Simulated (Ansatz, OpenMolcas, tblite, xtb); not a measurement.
# CH5AsSi (SMILES C1[SiH2][AsH]1): methods side by side

CH5AsSi has 8 atoms, charge 0, and is taken as a singlet. As SMILES, `C1[SiH2][AsH]1`. Geometry: relaxed at PBE0-D4/def2-TZVP.

```xyz
8

C    -0.7703    0.0179   -0.5760
Si    0.7078    0.6631    0.3157
As   -0.5381   -1.1227    1.1072
H    -0.6672   -0.5240   -1.5093
H    -1.6907    0.5918   -0.5223
H     0.5813    1.9739    0.9905
H     2.0408    0.4223   -0.2771
H     0.4284   -2.0794    0.4156
```

Quantity: the HOMO–LUMO gap, in eV. The values are calculated.

```csv
level,kind,program,value (eV),CPU time
GFN2-xTB,semi-empirical,xtb,3.66,under 2 s
IPEA1-xTB,semi-empirical,tblite,3.98,under 2 s
HF/def2-SVP,Hartree–Fock,Ansatz,12.18,7.2 s
SVWN5/def2-SVP,LDA,OpenMolcas,4.91,33 s
PBE/def2-SVP,GGA,OpenMolcas,4.97,47 s
M06-L/def2-SVP,meta-GGA,OpenMolcas,5.36,59 s
BHLYP/def2-SVP,global hybrid,OpenMolcas,8.55,40 s
PBE0/def2-SVP,global hybrid,Ansatz,6.78,19 s
B2PLYP/def2-SVP,double hybrid,OpenMolcas,8.76,29 s
```

All-electron rows without a relativistic Hamiltonian named are non-relativistic. The values span 3.66 to 12.18 eV. Orbital gaps aren't excitation energies, and those of double hybrids come from the SCF part alone; they tend to grow with the share of exact exchange. Times are those of the runs behind each value, whatever else they computed, on shared processors of several kinds: orders of magnitude only.
